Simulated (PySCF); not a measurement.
Compound: CH₄BF₄N.
InChI=1S/CH4BF4N/c3-1(4,5)2(6)7/h2H,7H3/t2-/m0/s1

Torsions of this conformer, `[NH3+:1][B@H-:2]([F:3])[C:4]([F:5])([F:6])[F:7]`: N1–B2–C4–F5 -59°.

The closed-shell ground state was solved at several levels (PySCF, density fitting, gas phase, non-relativistic). Isolated species at its PBE0-D3(BJ)/def2-SVP geometry, gas phase.

| level | basis functions | HOMO (eV) | LUMO (eV) | gap (eV) | dipole (D) |
| --- | --- | --- | --- | --- | --- |
| PBE0/cc-pVTZ | 266 | -8.28 | -0.08 | 8.20 | 6.05 |
| PBE0/6-31G* | 106 | -7.82 | 1.02 | 8.84 | 6.05 |
| wB97X-D/pcSseg-1 | 139 | -10.34 | 1.91 | 12.25 | 6.29 |
| PBE0/aug-cc-pVDZ | 197 | -8.41 | -0.96 | 7.45 | 6.06 |
| BP86/pcSseg-1 | 139 | -6.79 | -0.73 | 6.06 | 6.07 |
| PBE0/pcSseg-2 | 308 | -8.42 | -0.55 | 7.87 | 6.14 |

Task: What might HF/pcSseg-1 (139 basis functions) give for the same quantities?

Result: HOMO -12.51 eV, LUMO 2.93 eV, gap 15.44 eV, dipole 6.53 D.

Task: Over all these levels, which gives the widest orbital gap and which the narrowest?

Result: HF/pcSseg-1 (Hartree–Fock, all exact exchange) has the widest, 15.44 eV, and BP86/pcSseg-1 (GGA) the narrowest, 6.06 eV. The two share the basis. From the narrowest to the widest the HOMO moves by -5.72 eV and the LUMO by +3.66 eV.

Task: How much does the basis alone move the frontier levels among the 4 PBE0 rows?

Result: The HOMO by 0.60 eV and the LUMO by 1.98 eV. By rising basis size (HOMO, LUMO in eV): 6-31G* -7.82, 1.02; aug-cc-pVDZ -8.41, -0.96; cc-pVTZ -8.28, -0.08; pcSseg-2 -8.42, -0.55.

Task: How far do the dipole and the HOMO energy spread over the levels?

Result: The dipole runs from 6.05 to 6.53 D (mean 6.17 D) and the HOMO from -12.51 to -6.79 eV.
